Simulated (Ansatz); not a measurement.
Geometry optimisation, RKS B3LYP-D4/6-31G* in Ansatz.

Input:

```yaml
crystal:
  periodic: [false, false, false]
  atoms:
    - { symbol: Al, position_ang: [0.009908, 0.714182, -0.408794] }
    - { symbol: H, position_ang: [-0.053283, -0.15102, 2.216629] }
    - { symbol: "N", position_ang: [1.559413, -0.001516, -0.914601] }
    - { symbol: H, position_ang: [1.63011, -0.883746, -1.407517] }
    - { symbol: H, position_ang: [2.478471, 0.304017, -0.624429] }
    - { symbol: "N", position_ang: [-1.534028, 0.050528, -0.976729] }
    - { symbol: H, position_ang: [-1.621269, -0.803081, -1.511049] }
    - { symbol: H, position_ang: [-2.450755, 0.407062, -0.746713] }
    - { symbol: O, position_ang: [-0.039186, 2.163814, 0.577617] }
    - { symbol: H, position_ang: [0.764489, 2.623471, 0.846451] }
    - { symbol: H, position_ang: [-0.111669, 0.544288, 2.086836] }
basis:
  gaussian: { orbitals: "6-31G*" }
hamiltonian:
  xc: b3lyp
  dispersion: d4
relax:
  f_tol: 0.03
  max_steps: 50
output:
  orbitals: {}
```

Run as:

```bash
$ ansatz run input.yaml --threads 1 --pin off --max-ram 2048MiB --backend cpu --events-out ev --progress --plain --runs-dir out
```

Q: Where does it end, and by what steps?

A: The run converged. The force dipped under the threshold on the way, but the program's further checks kept it going. After 11 steps the energy has fallen by 0.128 eV; H2 moved furthest, 1.06 Å.

| step | energy less start (eV) | largest force component (eV/Å) | accepted |
| --- | --- | --- | --- |
| 0 | 0.0000 | 1.531 | yes |
| 1 | -0.0810 | 0.368 | yes |
| 2 | -0.1038 | 0.182 | yes |
| 3 | -0.1110 | 0.353 | yes |
| 4 | -0.1171 | 0.273 | yes |
| 5 | -0.1221 | 0.275 | yes |
| 6 | -0.1226 | 0.359 | yes |
| 7 | -0.1237 | 0.457 | yes |
| 8 | -0.1271 | 0.042 | yes |
| 9 | -0.1274 | 0.054 | yes |
| 10 | -0.1279 | 0.023 | yes |
| 11 | -0.1282 | 0.014 | yes |

```xyz
11
Properties=species:S:1:pos:R:3
Al 0.013 0.668 -0.583
H -0.008 0.191 3.214
N 1.571 -0.020 -1.098
H 1.668 -0.829 -1.698
H 2.484 0.333 -0.845
N -1.528 0.042 -1.203
H -1.642 -0.688 -1.893
H -2.428 0.395 -0.906
O -0.087 1.965 0.541
H 0.694 2.296 0.998
H -0.105 0.615 2.609
```

Time of the run: 42 s on 1 thread of Arm Neoverse V2, on a shared host, peak memory 0.15 GiB.
